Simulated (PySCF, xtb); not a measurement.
(3E)-2,4-difluoropenta-1,3-diene (C5H6F2), SMILES C=C(F)/C=C(\C)F.

GFN2-xTB (xtb) at its own geometry gives an orbital gap of 3.55 eV and a dipole moment of 0.75 D.

Geometry optimised at r2SCAN-D4/def2-SVP. The values are those of a single conformer.

Task: What does PBE/def2-TZVP (PySCF) give? (Estimate from the structure and the level; the computed values follow.)

Result: gap 3.74 eV (levels -5.56 and -1.82 eV), dipole 0.16 D.
